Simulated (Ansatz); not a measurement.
One change: `[Cl][Al]([Cl])[Cl]` becomes `[Cl][In]([Cl])[Cl]`.

Ansatz, PBE0-D4/def2-TZVP geometries, multiplicity 1. 

Elements past krypton have def2 core potentials.

| property | `[Cl][Al]([Cl])[Cl]` |
| --- | --- |
| ideal-gas entropy at 298 K and 1 bar (rigid rotor, harmonic PBE0-D4/def2-TZVP) / J/(mol·K) | 314 |
| HOMO–LUMO gap (B3LYP/def2-TZVPP) / eV | 7.55 |
| HOMO energy (PBE0/def2-TZVPP) / eV | -9.38 |
| HOMO energy (B3LYP/def2-TZVPP) / eV | -9.07 |
| size of the dipole moment (ωB97M-V/def2-TZVPP) / D | 0.00 |
| HOMO–LUMO gap (PBE0/def2-TZVPP) / eV | 8.12 |

**Question.** What does the change do to each property? (Best estimate.)

**Answer.** Ansatz gave: 
| property | `[Cl][In]([Cl])[Cl]` | shift |
| --- | --- | --- |
| ideal-gas entropy at 298 K and 1 bar (rigid rotor, harmonic PBE0-D4/def2-TZVP) / J/(mol·K) | 341 | 27 |
| HOMO–LUMO gap (B3LYP/def2-TZVPP) / eV | 5.96 | -1.59 |
| HOMO energy (PBE0/def2-TZVPP) / eV | -9.46 | -0.08 |
| HOMO energy (B3LYP/def2-TZVPP) / eV | -9.16 | -0.09 |
| size of the dipole moment (ωB97M-V/def2-TZVPP) / D | 0.00 | 0.00 |
| HOMO–LUMO gap (PBE0/def2-TZVPP) / eV | 6.57 | -1.55 |

With PBE0 the HOMO falls by 0.08 eV and the LUMO falls by 1.63 eV, so the gap narrows by about 1.55 eV. PBE moves the HOMO by -0.06 eV and ωB97M-V by -0.12 eV.

B3LYP here is the variant with VWN-RPA as its local correlation; programs differ in this.
